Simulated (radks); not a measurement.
Species: I II. Configuration: [Kr] 4d10 5s2 5p4.

Method: scalar-relativistic Kohn-Sham, BLYP, spin-polarised, spherical densities, point nucleus; open shells are filled with parallel spins first (spin-orbit coupling, left out, can overturn this in heavy ions); computed with a radial shooting solver on a logarithmic mesh with Libxc functionals.

Energy parts (eV):
| part | energy |
|---|---|
| total | -193654.862 |
| kinetic | 203285.602 |
| electron-nucleus | -468081.115 |
| Hartree | 76077.141 |
| exchange-correlation | -4936.490 |

Orbitals (lengths in bohr, moments of r in powers of bohr; <r^-3> diverges for s and p1/2; r(max) is where P^2 peaks):
orbital  occ.  eigenvalue (eV)  <r^-3>   r(max)
1s up       1        -32999.40       -  0.01754
1s down     1        -32999.33       -  0.01754
2s up       1        -5106.445       -  0.09911
2s down     1        -5106.411       -  0.09911
2p up       3        -4584.479    5775  0.07947
2p down     3        -4584.421    5775  0.07947
3s up       1        -1037.846       -   0.2857
3s down     1        -1037.785       -   0.2857
3p up       3        -868.7441    1103   0.2794
3p down     3        -868.6744    1103   0.2794
3d up       5        -615.4084   152.0   0.2317
3d down     5        -615.3416   152.0   0.2317
4s up       1        -189.8184       -   0.6802
4s down     1        -189.6727       -   0.6803
4p up       3        -136.8089   215.8   0.7146
4p down     3        -136.6600   215.8   0.7148
4d up       5         -59.5934   22.33   0.7777
4d down     5         -59.3682   22.42   0.7777
5s up       1         -26.6325       -    1.691
5s down     1         -25.4004       -    1.679
5p up       3         -15.7033   22.67    1.977
5p down     1         -14.4686   22.38    1.974

The highest occupied level is 5p down at -14.469 eV. Spin moment in Bohr magnetons: 2. Summed over all electrons, <r^2> = 50.42 bohr^2, which gives a Langevin (diamagnetic) susceptibility term of -39.9 x 10^-6 cm^3/mol. For comparison, the ionisation energy in NIST's Atomic Spectra Database is 19.131 eV (measured). In exact Kohn-Sham theory the highest level is minus the ionisation energy, but local and semilocal functionals leave it too shallow, through self-interaction and a potential that decays too fast; potentials with the right tail come closer. The density falls to 0.001 e/bohr^3 at r = 4.20 bohr.
